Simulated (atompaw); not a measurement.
**Before and after: PAW (atompaw) potential for bromine (Br)**

bromine (Br), PAW, made with atompaw 4.2.0.5 (PBE, scalar-relativistic). Core [Ar], reference 3d10 4s2 4p4 (charge +1). Waves: 4s (bound): rc 1.95 bohr; 4s channel at 2.2 Ry: rc 1.95 bohr; 4p (bound): rc 1.95 bohr; 4p channel at 3.2 Ry: rc 1.95 bohr; 3d (bound): rc 1.00 bohr; 3d channel at -0.4 Ry: rc 1.00 bohr. Local part: bessel scheme, radius 1.40 bohr. Core correction: smooth core density matched at 1.75 bohr. Augmentation charge: besselshape compensation charge, radius 1.95 bohr; PAW radius 1.95 bohr; waves and projectors: modrrkj vanderbiltortho.

All-electron outer shells of the reference configuration (PBE, scalar-relativistic, ld1.x):

| shell | level (eV) | outermost node (bohr) | outermost maximum (bohr) |
| --- | --- | --- | --- |
| 3p | -184.71 | 0.21 | 0.48 |
| 3d | -77.92 | – | 0.43 |
| 4s | -30.40 | 0.67 | 1.41 |
| 4p | -17.47 | 0.70 | 1.62 |

Change: all radii scaled by about 1.27 (s 2.48, p 2.48, d 1.28 bohr); local potential bessel scheme, radius 1.78 bohr; augmentation besselshape compensation charge, radius 2.48 bohr; PAW radius 2.48 bohr; waves and projectors: modrrkj vanderbiltortho; core correction smooth core density matched at 2.22 bohr.

Cutoffs: the cutoffs (Ry, on a coarse ladder) from which the occupation-weighted sum of valence levels, in a spherical-Bessel basis at the reference potential, stays within 10 and 1 mRy of its value at 400 Ry; they do not see the model core or the augmentation charge, which bear on the density cutoff.

Q: What does the change do?

A: The potential gets softer (160 Ry and 260 Ry → 90 Ry and 140 Ry); neither file shows a bound ghost. A larger radius leaves more room for a smooth pseudo-wave, so fewer plane waves are needed.

```csv
quantity,base,changed
"cutoff, loose",160 Ry,90 Ry
"cutoff, tight",260 Ry,140 Ry
loose cutoff by channel (10 mRy a level),"s 6 Ry, p 10 Ry, d 90 Ry","s 6 Ry, p 8 Ry, d 50 Ry"
bound ghosts,none,none
lowest overlap eigenvalue by channel,"s 0.12, p 0.48, d 1.00","s 0.10, p 0.76, d 1.00"
```

 The cutoffs see the waves, projectors and local potential, not the compensation charge or the core.
